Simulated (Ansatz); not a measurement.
Total energies of `O[SiH2]CBr`.

Z-matrix (Å, degrees):
```
Si
C 1 1.877
O 1 1.649 2 111.4
H 1 1.486 2 107.7 3 -122.1
H 1 1.479 2 108.5 3 117.2
Br 2 1.948 1 106.1 3 -177.9
H 2 1.089 1 113.4 3 -60.9
H 2 1.089 1 114.0 3 64.9
H 3 0.957 1 118.3 2 -84.9
```

Charge 0, multiplicity 1. Correlated methods include outer-core shells of Br, which these sets cover unevenly. Scalar relativity is left out up to krypton. Geometry: relaxed with PBE0-D4/def2-TZVP. It is one conformer, not always the lowest. Basis def2-TZVPP, Ansatz 0.2.0.

RPA on PBE orbitals: Hartree–Fock energy of these orbitals -2977.05295 Eh, correlation -1.30712 Eh (frozen core).

| functional | kind | energy without D4 (Eh) | D4 term (kJ/mol) |
| --- | --- | --- | --- |
| LDA (SPW92) | LDA | -2974.44397 | – |
| PBE | GGA | -2979.41735 | -18.3 |
| revPBE | GGA | -2979.77222 | -53.5 |
| BLYP | GGA | -2980.07777 | -40.2 |
| r2SCAN | meta-GGA | -2979.99221 | -4.3 |
| B97M-V | meta-GGA with VV10 | -2979.53555 | – |
| PBE0 | global hybrid, 25 % exact exchange | -2979.54457 | -15.4 |
| B3LYP | global hybrid, 20 % | -2980.14996 | -29.8 |
| r2SCANh | meta-GGA hybrid, 10 % | -2979.98429 | -4.6 |
| r2SCAN0 | meta-GGA hybrid, 25 % | -2979.97355 | -5.1 |
| HSE06 (plane-wave form) | screened hybrid | -2979.53646 | -14.4 |
| BHLYP | global hybrid, 50 % | -2980.02618 | -23.7 |
| CAM-B3LYP | range-separated hybrid | -2980.18142 | -15.8 |
| LC-ωPBE | long-range corrected hybrid | -2979.58365 | – |
| ωB97X-V | range-separated hybrid GGA with VV10 | -2979.77861 | – |
| ωB97M-V | range-separated hybrid meta-GGA with VV10 | -2979.88278 | – |
| B2PLYP | double hybrid | -2979.50636 | – |
| PBE-QIDH | double hybrid | -2979.13911 | – |

B3LYP takes the VWN-RPA correlation (the form of Gaussian; ORCA's B3LYP/G). HSE06 is the plane-wave form, built on full-range PBE exchange. The double hybrids freeze the cores in their second-order part.

LC-ωPBE has ω = 0.4 bohr⁻¹.
